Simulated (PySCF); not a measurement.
Z-matrix (Å, degrees):
```
Hf
H 1 1.8513
H 1 1.8547 2 109.37
S 1 2.4271 2 110.27 3 119.14
H 4 1.3753 1 84.59 2 -127.36
S 1 2.4351 2 107.38 3 -117.35
H 6 1.3676 1 92.19 2 -122.16
```
Charge 0, multiplicity 1.

Task: Give the LUMO, charge on the central atom (Mulliken) and HOMO–LUMO gap at the level TPSSh-D3(BJ)/def2-TZVP // BP86-D3(BJ)/def2-SVP (PySCF).

Result: 
LUMO: -2.52 eV
charge on the central atom (Mulliken): 0.89 e
HOMO–LUMO gap: 4.95 eV
